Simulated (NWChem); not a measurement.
# CH5BO2; SMILES OBOC

Results from NWChem. Each level has its own optimisation; frequencies are unscaled. Brackets give each atom's bonded neighbours. One conformer.

| level | r B–H (Å) | r B–O [B(HOO)–O(BH)] (Å) | r B–O [B(HOO)–O(BC)] (Å) | r H–O (Å) | highest harmonic frequency (cm⁻¹) | lowest (cm⁻¹) | zero-point energy (kcal/mol) | dipole (D) |
|---|---|---|---|---|---|---|---|---|
| LDA (Slater exchange, VWN5)/def2-SVP | 1.223 | 1.357 | 1.346 | 0.972 | 3798 | 78 | 43.2 | 1.48 |
| PBE/def2-SVP | 1.220 | 1.373 | 1.360 | 0.972 | 3781 | 32 | 43.0 | 1.36 |
| PBE0/def2-SVP | 1.211 | 1.361 | 1.349 | 0.960 | 3948 | 23 | 44.6 | 1.37 |
